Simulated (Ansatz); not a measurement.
Reaction (ligand exchange at a Mo–O bond): `C[N]=[Mo](=[O])([F])[O]C` + HCl → `C[N]=[Mo](=[O])([F])[Cl]` + CH₃OH

Calculated with Ansatz (gas phase, PBE0-D4/def2-TZVP geometries, no zero-point term in ΔE). CCSD(T)/CBS is the MP2 limit (def2-TZVPP, def2-QZVPP) plus CCSD(T) − MP2 in def2-TZVPP, frozen cores. This one scheme is used for every species. Functionals use def2-TZVPP. def2 core potentials past Kr. For Mo outer-core shells are correlated without core-valence functions, which leaves a few kJ/mol of doubt a bond. Each species was taken in one conformer, which may not be the lowest.

```tsv
level	ΔE (kJ/mol)	difference from CCSD(T)/CBS
LDA (SPW92)	-16.9	11.0
BHLYP-D4	-24.8	3.1
ωB97M-V	-24.1	3.8
PBE-QIDH	-32.8	-4.9
r2SCANh	-25.5	2.4
BHLYP	-26.7	1.2
MP2/def2-SVP	-22.9	5.0
CCSD(T)/def2-SVP	-11.9	16.0
CCSD/def2-TZVPP	-23.6	4.3
CCSD(T)/def2-TZVPP	-22.4	5.5
CCSD(T)/CBS	-27.9	0
```

Largest T1 diagnostic among the species: 0.022, so the coupled-cluster value is less sure than usual.

From PBE to PBE0 (25 % exact exchange), in def2-TZVPP and without D4, ΔE moves by −4.2 kJ/mol. At CCSD(T), def2-SVP lies +16.0 kJ/mol from the extrapolated value and def2-TZVPP +5.5 kJ/mol.
